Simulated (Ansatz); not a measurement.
Ideal-gas functions of CH4BBr (`BCBr`) at 600 K and 1 bar, from an Ansatz frequency run at PBE0-D4/def2-TZVP.

Molar mass 106.76 g/mol, point group Cs (symmetry number 1), electronic degeneracy 1, moments of inertia 23.948, 87.397, 103.668 u Å². Harmonic wavenumbers (cm⁻¹, unscaled): 240, 540, 570, 673, 947, 960, 1009, 1059, 1115, 1228, 1458, 2598, 2691, 3141, 3224.

Use S(trans) = R[1.5 ln M + 2.5 ln T − 1.1517]; rotational temperatures θ = 24.2544 K / I; S(rot) = R[ln(√π/σ · √(T³/θAθBθC)) + 1.5]; for each mode x = 1.438777 ν̃/T, S = R[x/(eˣ − 1) − ln(1 − e⁻ˣ)] and H = RT x/(eˣ − 1); 1 cm⁻¹ = 0.0119627 kJ/mol; R = 8.31446 J/(mol·K).

Question: By hand: the entropy, in J/(mol·K).

Answer: Translation 181.6. Rotation: θ = 1.0128, 0.2775, 0.234 K, giving 108.3. Vibration, mode by mode: 13.02, 6.72, 6.33, 5.18, 3.08, 3.00, 2.74, 2.49, 2.24, 1.81, 1.16, 0.12, 0.10, 0.04, 0.03, in all 48.1. Electronic 0.0. Sum 338.0 J/(mol·K).

Question: By hand: H − E and G − E in kJ/mol, counted from the electronic energy.

Answer: Zero-point energy ½ × 21453 × 0.0119627 = 128.3; thermal vibration 17.8; translation, rotation and pV give 4 RT = 20.0. H − E = 166.1 kJ/mol, and G − E = 166.1 − 600 × 338.0/1000 = -36.7 kJ/mol.

Vibration gives 14 % of the entropy.
